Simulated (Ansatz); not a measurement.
Species: CH4BO2, net charge 0, doublet state. It need not be the lowest isomer of its formula. 
Coordinates optimised at B3LYP-D3(BJ)/def2-TZVP (Ansatz, a program for electronic structure):
```xyz
8

B     -0.1075     0.0435     0.0189
C      1.4535    -0.0900    -0.2324
O     -0.5834     1.2869     0.1515
O     -0.8932    -1.0785     0.0900
H      1.8748    -0.6985     0.5716
H      1.9795     0.8614    -0.2707
H      1.6000    -0.6171    -1.1784
H     -1.8255    -0.8906     0.2451
```
Charge 0, spin multiplicity 2.

Parts of the frozen-core correlation energy in aug-cc-pVTZ (Ansatz, hartree). Frozen orbitals: 4; correlated occupied orbitals by spin: 12 and 11; virtual: 260 and 261. UHF or UKS for open shells. Spin-orbit coupling is left out. No relativistic terms.

| term | value |
|---|---|
| reference (HF) | -214.76712 |
| MP2 opposite-spin | ? |
| MP2 same-spin | ? |
| CCSD correlation | -0.74459 |
| (T) | ? |
| T1 diagnostic | 0.020 |
| largest doubles amplitude | 0.016 |
| <S^2> of the reference | 0.759 |

### Question
Some entries are withheld; supply them.

### Answer

- MP2 opposite-spin, value: -0.54124
- MP2 same-spin, value: -0.17133
- (T), value: -0.02809
